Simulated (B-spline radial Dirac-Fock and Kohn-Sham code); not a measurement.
**Fe: eigenvalues, ΔSCF and the reference**

System: neutral iron in the configuration [Ar] 3d7 4s1 (an excited configuration).

The density-functional columns are spherical, spin-unpolarised Dirac-Kohn-Sham results without Breit or QED terms: −ε is minus the orbital energy of the initial state and ΔSCF the difference of two total energies. The reference in the last column comes from Dirac-Fock energy differences between relaxed states, corrected for Breit and QED terms. All numbers are from a radial finite-basis atomic code, in eV; a selection of levels is shown. For the 1s level of heavy atoms much of the gap between ΔSCF and the reference is the Breit and QED part, -11.4 eV here; for other levels the error of the functional can be larger.

```
level  LDA −ε  LDA ΔSCF  Dirac-Fock
   1s  6977.2    7129.6      7117.4
   2s   812.6     834.0       854.4
2p1/2   701.1     727.6       727.1
2p3/2   688.7     714.7       714.9
3p1/2   56.56     63.26       64.95
3p3/2   55.03     61.70       63.49
   3d    4.06      9.81        6.22
   4s    4.47      7.68        6.02
```

Values without a named source are computed, but for edge energies of neutral atoms, which are taken from tables.
